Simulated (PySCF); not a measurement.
## LDA on Ne⁺ (neon, charge +1)

Configuration: [He] 2s2 2p5, 2P determinant. Calculation: PySCF 2.14, in pcseg-2 (4s3p2d1f, 30 functions); no relativity, point nucleus.

```
Total energy                                                  : -127.4064 hartree
One-electron energy                                           : -174.9443 hartree
Hartree (Coulomb) energy                                      : 58.7415 hartree
Exchange-correlation energy                                   : -11.2036 hartree
Kinetic energy                                                : 127.65015 hartree
⟨S²⟩                                                          : 0.7507
⟨L²⟩                                                          : 2.004
Sum of ⟨r⟩                                                    : 6.481 bohr
Sum of ⟨r²⟩                                                   : 6.988 bohr²
Traceless quadrupole moment −½Σ⟨3z² − r²⟩ along its main axis : 0.405 e·bohr²
Density at the nucleus (Gaussians lack the cusp)              : 600 bohr⁻³
Spin density at the nucleus                                   : 0.213 bohr⁻³
Langevin diamagnetic susceptibility                           : -5.53 ×10⁻⁶ cm³/mol
Time after the integrals                                      : 0.08 s of wall time on 1 thread of Neoverse-V2 (shared host)
```

```
shell  electrons  mean orbital energy (eV)  spread (eV)  rms radius, mean of both spins (bohr)
 1s α          1                   -847.22            0                                  0.184
 1s β          1                   -846.13            0                                  0.184
 2s α          1                   -56.058            0                                  0.958
 2s β          1                   -53.931            0                                  0.958
 2p α          3                   -33.380        2.769                                   1.01
 2p β          2                   -31.245            0                                   1.01
```
